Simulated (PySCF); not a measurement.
Computed structure and properties of [Ce(OH)3(H2O)]+

System: [Ce(OH)3(H2O)]+ (singlet); start: template (C1). Method: PySCF 2.14.0, RKS PBE0, Ce lcecp-2-SVP with ECP46, O def2-SVP, H def2-SVP; non-relativistic Hamiltonian with scalar-relativistic core potentials where named; density fitting; no spin-orbit coupling.

Input of the relaxation:

```python
mol = gto.M(atom='''
Ce     0.02225    -0.01987     0.02106
O      1.24545     1.20333     1.24426
H      2.01255     1.47543     1.76386
O     -1.20095    -1.24307     1.24426
H     -1.96805    -1.51517     1.76386
O      1.24545    -1.24307    -1.20214
H      1.51755    -2.01017    -1.72174
O     -1.36775     1.37013    -1.36894
H     -1.39405     2.33943    -1.39524
H     -2.02275     1.08203    -2.02394''',
    basis={'Ce': 'lcecp-2-SVP', 'O': 'def2-SVP', 'H': 'def2-SVP'},
    ecp={'Ce': 'lcecp-2-SVP'},
    charge=1, spin=0)
mf = dft.RKS(mol, xc='PBE0')
mf.grids.atom_grid = (50, 194)  # f atoms: unpruned, at least (60, 302)
mf = mf.density_fit()  # fitting sets: Ce AutoAux, O def2-universal-JKFIT, H def2-universal-JKFIT
mf.conv_tol = 1e-08; mf.max_cycle = 55
mf.kernel(dm0)  # dm0: converged density of the start geometry
# quasi-Newton relaxation in Cartesian coordinates to a largest gradient under 0.00045 Eh/bohr, steps kept in the point group
```

Run from Python with OMP_NUM_THREADS=2; the lines above give its settings. Where DIIS fails, smearing, a level shift and second-order steps follow.
It took 2.1 min on 2 threads of Arm Neoverse N1, on a shared host, from the converged density of the start.

Course of the relaxation:

```tsv
step	energy above end (eV)	largest force component within the symmetry (eV/Å)
0	0.5364	1.946
1	0.1560	0.812
2	0.0857	0.519
3	0.0671	0.578
4	0.0414	0.219
5	0.0183	0.204
6	0.0100	0.291
7	0.0072	0.195
11	0.0010	0.041
12	0.0008	0.039
13	0.0005	0.043
14	0.0002	0.024
15	0.0001	0.015
16	0.0000	0.012
```
(The steps between are left out.)

Relaxed geometry (C1):

```xyz
10

Ce   -0.0120   -0.0766    0.0219
O     1.2065    1.1138    1.1089
H     1.8499    1.5003    1.7138
O    -1.2462   -1.1334    1.2177
H    -1.6995   -1.7066    1.8464
O     1.0357   -1.3280   -1.1662
H     1.6048   -1.9870   -1.5792
O    -1.3407    1.4416   -1.3916
H    -1.3448    2.4111   -1.3504
H    -1.9639    1.2038   -2.0959
```

```tsv
contact	Å
Ce1–O2 (OH)	2.021
Ce1–O4 (OH)	2.017
Ce1–O6 (OH)	2.019
Ce1–O8 (H2O)	2.463
```

On the finer grid (75, 302):

```json
{"HOMO": "not given (4f levels lie in the core)", "LUMO": "not given (4f levels lie in the core)", "Dipole about the centre of mass": "4.36 D", "Set of Mulliken populations of Ce1 outside the core potential": "s 2.12, p 6.23, d 1.86, f 0.19", "D3(BJ) dispersion energy (not in the energies)": "-0.142 eV"}
```

| atom | Mulliken (e) | Löwdin (e) | spin (e) |
| --- | --- | --- | --- |
| Ce1 | 1.61 | 1.35 | 0.00 |
| O2 | -0.51 | -0.33 | 0.00 |
| H3 | 0.25 | 0.12 | 0.00 |
| O4 | -0.51 | -0.33 | 0.00 |
| H5 | 0.25 | 0.12 | 0.00 |
| O6 | -0.51 | -0.33 | 0.00 |
| H7 | 0.25 | 0.12 | 0.00 |
| O8 | -0.34 | -0.04 | 0.00 |
| H9 | 0.26 | 0.15 | 0.00 |
| H10 | 0.26 | 0.15 | 0.00 |

The large-core potential holds the 4f shell empty.

On the grid (50, 194), as all that follows. Harmonic modes: a minimum within the noise of the softest modes; lowest -17 cm⁻¹ (negative: unstable), highest 3932 cm⁻¹, zero-point energy 1.720 eV.

Taking off one OH (charge -1, singlet; the rest: singlet) in vacuum, both parts rigid, costs 16.82 eV; the small basis without counterpoise inflates it. Most of it is the attraction of opposite charges; other ways to part are cheaper, and one spin state was tried for the rest.

Rigid scan of OH along the line from its metal:

(distance to O2 (Å), energy (eV)): (1.72, 1.924), (1.82, 0.733), (1.92, 0.158), (2.02, 0.000), (2.12, 0.119), (2.22, 0.417), (2.42, 1.291), (2.72, 2.775), (3.12, 4.476), (3.62, 5.890)

Taking off one H2O (charge 0, singlet; the rest: singlet) in vacuum, both parts rigid, costs 1.84 eV; the small basis without counterpoise inflates it.

Rigid scan of H2O along the line from its metal:

```tsv
distance to O8 (Å)	energy (eV)
2.16	0.440
2.26	0.165
2.36	0.034
2.46	0.000
2.56	0.028
2.66	0.093
2.86	0.278
3.16	0.575
3.56	0.903
4.06	1.189
```

One start shape was tried, so this needn't be the lowest isomer.
